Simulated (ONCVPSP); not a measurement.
Logarithmic derivatives: Sc, ONCV

| Item | Value |
| --- | --- |
| Element | Sc (Z = 21) |
| Generator | ONCVPSP 4.0.1 |
| Type | optimised norm-conserving Vanderbilt (ONCV) |
| Functional | PBE |
| Relativity | scalar-relativistic |
| Frozen core | [Ne] |
| Valence charge | 11 |
| Reference configuration | 3s2 3p6 3d1 4s1.5 (charge +0.5) |
| Partial waves | 3s+4s: rc 1.45 bohr, ncon 4, nbas 7, qcut 6.5 1/bohr, 3 projectors, debl 1.4 Ha; 3p: rc 1.65 bohr, ncon 4, nbas 7, qcut 10.6 1/bohr, 2 projectors, debl 3.9 Ha; 3d: rc 1.70 bohr, ncon 3, nbas 8, qcut 7.6 1/bohr, 3 projectors, debl 2.6 Ha |
| Local potential | polynomial inside 1.15 bohr (lpopt 3, dvloc0 0 Ha) |
| Core correction | Teter function, fcfact 2.25, rcfact 1.25 |

The phase is arctan(r·R′/R) of the radial function R(r), unwrapped; energies in Ha, scanned from -4 to 5 Ha. A pole is an energy at which the radial function vanishes at the test radius. The pseudo phase is shifted by a multiple of π to meet the all-electron one at the reference energy, and phase errors are pseudo minus all-electron; the curves can meet again beyond the range given. Levels narrower than the energy grid can be missing from the lists of poles.

Problem. For each channel, where are the poles, and over which energies does the pseudopotential scatter like the atom?

Solution.

```json
{"channel": "s", "radius (bohr)": "1.47", "reference energy (Ha)": "-0.25", "poles, all-electron": "-1.04", "poles, pseudo": "-1.04", "unbroken range about the reference energy with phases within 0.05 rad": "the whole range", "phase error 1 Ha above the reference energy (rad)": "+0.000"}
{"channel": "p", "radius (bohr)": "1.68", "reference energy (Ha)": "-1.36", "poles, all-electron": "-0.69", "poles, pseudo": "-0.69", "unbroken range about the reference energy with phases within 0.05 rad": "the whole range", "phase error 1 Ha above the reference energy (rad)": "-0.000"}
{"channel": "d", "radius (bohr)": "1.73", "reference energy (Ha)": "-0.24", "poles, all-electron": "0.56", "poles, pseudo": "0.56", "unbroken range about the reference energy with phases within 0.05 rad": "the whole range", "phase error 1 Ha above the reference energy (rad)": "-0.000"}
```

Phases in the p channel:

| E (Ha) | all-electron | pseudo |
| --- | --- | --- |
| -3.98 | 1.220 | 1.220 |
| -3.74 | 1.193 | 1.193 |
| -3.50 | 1.160 | 1.160 |
| -3.26 | 1.117 | 1.116 |
| -3.02 | 1.057 | 1.057 |
| -2.78 | 0.972 | 0.972 |
| -2.54 | 0.838 | 0.837 |
| -2.30 | 0.603 | 0.603 |
| -2.06 | 0.166 | 0.166 |
| -1.82 | -0.475 | -0.475 |
| -1.58 | -0.978 | -0.978 |
| -1.34 | -1.254 | -1.254 |
| -1.10 | -1.412 | -1.412 |
| -0.86 | -1.515 | -1.515 |
| -0.62 | -1.590 | -1.590 |
| -0.38 | -1.651 | -1.651 |
| -0.14 | -1.704 | -1.704 |
| 0.10 | -1.755 | -1.755 |
| 0.34 | -1.808 | -1.808 |
| 0.58 | -1.866 | -1.866 |
| 0.82 | -1.934 | -1.935 |
| 1.06 | -2.020 | -2.021 |
| 1.30 | -2.135 | -2.136 |
| 1.54 | -2.299 | -2.299 |
| 1.78 | -2.543 | -2.543 |
| 2.02 | -2.895 | -2.895 |
| 2.26 | -3.321 | -3.321 |
| 2.50 | -3.699 | -3.699 |
| 2.74 | -3.967 | -3.967 |
| 2.98 | -4.144 | -4.144 |
| 3.22 | -4.265 | -4.265 |
| 3.46 | -4.350 | -4.350 |
| 3.70 | -4.414 | -4.414 |
| 3.94 | -4.463 | -4.463 |
| 4.18 | -4.503 | -4.503 |
| 4.42 | -4.535 | -4.535 |
| 4.66 | -4.562 | -4.562 |
| 4.90 | -4.585 | -4.586 |
